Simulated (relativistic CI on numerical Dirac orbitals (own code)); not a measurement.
## Electric-dipole transitions in Ag II

Computed by Dirac-Coulomb-Breit CI, KLI orbitals optimised for each configuration, model QED (radiative potential, 1s self-energy scaled to tabulated hydrogen-like ionisation energies), valence Slater integrals scaled by 0.85, configuration energies shifted to the measured levels that pair with them (semi-empirical) (own radial code, finite nucleus).

CI space (outside the closed core [Kr]): 4d10, 4d9 5s, 4d9 5p, 4d8 5s2, 4d9 6s, 4d9 5d, 4d9 6p, 4d9 4f, 4d8 5s 5p, 4d9 6d, 4d9 5f, 4d9 5g, 4d9 6f, 4d9 6g, 4d8 5s 6s. Levels of other configurations are missing.

| λ vac (Å) | Lower | Upper | A (s⁻¹) | log gf | S velocity/length |
| --- | --- | --- | --- | --- | --- |
| 1199.2 | 4d10 1S_0 [1] | 4d9 5p 3P°_1 [8] | 5.55e+07 | -1.44 | 0.85 |
| 2004.0 | 4d9 5s 3D_3 [2] | 4d9 5p 1F°_3 [14] | 2.95e+07 | -0.91 | 0.64 |
| 2073.1 | 4d9 5s 3D_2 [3] | 4d9 5p 1F°_3 [14] | 9.29e+07 | -0.38 | 0.78 |
| 2153.5 | 4d9 5s 3D_2 [3] | 4d9 5p 1D°_2 [13] | 6.36e+07 | -0.66 | 0.73 |
| 2160.4 | 4d9 5s 3D_3 [2] | 4d9 5p 3F°_2 [10] | 4.66e+06 | -1.79 | 0.54 |
| 2240.9 | 4d9 5s 3D_2 [3] | 4d9 5p 3F°_2 [10] | 3.35e+08 | 0.10 | 0.76 |
| 2246.0 | 4d9 5s 3D_3 [2] | 4d9 5p 3F°_4 [9] | 4.81e+08 | 0.51 | 0.81 |
| 2287.6 | 4d9 5s 3D_1 [4] | 4d9 5p 1D°_2 [13] | 2.31e+08 | -0.04 | 0.78 |
| 2294.8 | 4d9 5s 3D_3 [2] | 4d9 5p 3F°_3 [7] | 9.67e+07 | -0.27 | 0.73 |
| 2342.8 | 4d9 5s 1D_2 [5] | 4d9 5p 1F°_3 [14] | 3.34e+08 | 0.28 | 0.83 |
| 2347.3 | 4d9 5s 3D_2 [3] | 4d9 5p 3P°_1 [8] | 3.59e+08 | -0.05 | 0.79 |
| 2372.7 | 4d9 5s 3D_1 [4] | 4d9 5p 3P°_0 [11] | 4.03e+08 | -0.47 | 0.82 |
| 2385.9 | 4d9 5s 3D_2 [3] | 4d9 5p 3F°_3 [7] | 2.89e+08 | 0.24 | 0.81 |
| 2386.4 | 4d9 5s 3D_1 [4] | 4d9 5p 3F°_2 [10] | 1.06e+08 | -0.34 | 0.83 |
| 2432.2 | 4d9 5s 3D_3 [2] | 4d9 5p 3P°_2 [6] | 3.57e+08 | 0.20 | 0.79 |
| 2446.1 | 4d9 5s 1D_2 [5] | 4d9 5p 1D°_2 [13] | 1.31e+08 | -0.23 | 0.77 |
| 2507.4 | 4d9 5s 3D_1 [4] | 4d9 5p 3P°_1 [8] | 3.31e+07 | -1.03 | 0.90 |
| 2534.8 | 4d9 5s 3D_2 [3] | 4d9 5p 3P°_2 [6] | 8.95e+06 | -1.37 | 1.02 |
| 2559.4 | 4d9 5s 1D_2 [5] | 4d9 5p 3F°_2 [10] | 2.90e+06 | -1.85 | 0.94 |
| 2699.2 | 4d9 5s 1D_2 [5] | 4d9 5p 3P°_1 [8] | 1.03e+07 | -1.47 | 0.91 |
| 2750.3 | 4d9 5s 1D_2 [5] | 4d9 5p 3F°_3 [7] | 1.76e+07 | -0.86 | 0.83 |
| 2950.1 | 4d9 5s 1D_2 [5] | 4d9 5p 3P°_2 [6] | 2.24e+06 | -1.84 | 0.83 |

Terms are leading LS components. Brackets give the number of a level in order of energy, since labels repeat. The list gives strong lines, with weight on those to low levels, without configurations that were not tied to measured data, among the lowest 255 of 300 levels, so that lines to higher ones, which can be the strongest, are missing, and without lines across small gaps between configurations, and without 15 lines that miss the measured interval by over 3.5 %, start from a term whose rates miss tabulated ones by over 60 %, have gauges far apart or, lacking measured levels, span too small a gap for the errors found; lines with a level outside our table were not tested and can miss by more. Levels whose partners in the same complex of configurations lie outside the list can be far off, and so can their lines. Rates are taken at the computed energies, electric ones in the length gauge. A velocity-to-length ratio far from 1 marks an uncertain rate.

Configurations whose levels could be paired with our table of measured levels were shifted onto them, all but the ground configuration, by the median error of their levels; single terms can still be off by 1,000 to 2,000 cm⁻¹ or more, and rates follow the energies as ν³ (E1, M1) or ν⁵ (E2). The others borrow a shift and can be off by several thousand cm⁻¹ or more. The fine structure of a lone outer electron comes out too small, for d and f at times inverted, and misplaced configurations move strength between like terms. 14 of the 16 excited levels that our extract of the measured tables holds in this range could be paired (the sources list more); they are missed by 246 cm⁻¹ on average and 1020 at most, after the shifts were fitted to these levels, and levels without a partner can miss by more.

From the table, what is the radiative lifetime of 4d9 5p 3P°_1?

The listed rates from this level add up to about 4.58e+08 s⁻¹, 100 % of its decay; with all channels τ = 2.18e-09 s.

LS names give the leading component of a level, which can be under half, so a name can repeat, a term be missing and a line seem to break the LS rules.
